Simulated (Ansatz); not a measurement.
Two isomers of C4H16BNSi2: A = `BN([SiH](C)C)[SiH](C)C`, B = `BN([SiH2][SiH3])C(C)(C)C`.

Gas-phase electronic energies from Ansatz, PBE0-D4/def2-TZVP geometries. CCSD(T)/CBS is the MP2 limit (def2-TZVPP, def2-QZVPP) plus CCSD(T) − MP2 in def2-TZVPP, frozen cores. Functionals use def2-TZVPP. B3LYP here is the variant with VWN-RPA as its local correlation; programs differ in this. Each species was taken in one conformer, which may not be the lowest.

Question: Which is lower in electronic energy at CCSD(T)/CBS, and by how much? (Estimate.)

Answer: The calculation gave: A, by 59.4 kcal/mol.

Question: Give E(B) − E(A) in kcal/mol with PBE-D4, B3LYP, ωB97M-V, BLYP-D4, r2SCAN-D4, B3LYP-D4, HF/def2-TZVPP. (Best estimate.)

Answer: Ansatz gave: PBE-D4 55.7, B3LYP 60.8, ωB97M-V 61.8, BLYP-D4 58.1, r2SCAN-D4 61.0, B3LYP-D4 59.9, HF/def2-TZVPP 63.0. None reverses the order clearly.

Largest T1 diagnostic: 0.012.

From BLYP to BHLYP (50 % exact exchange), in def2-TZVPP and without D4, E(B) − E(A) moves by +2.4 kcal/mol. The D4 term adds −0.9 kcal/mol with B3LYP and −0.5 kcal/mol with PBE0; it sums over pairs of atoms, weighted by their polarisabilities, and B3LYP, whose exchange is more repulsive, gets the larger term.
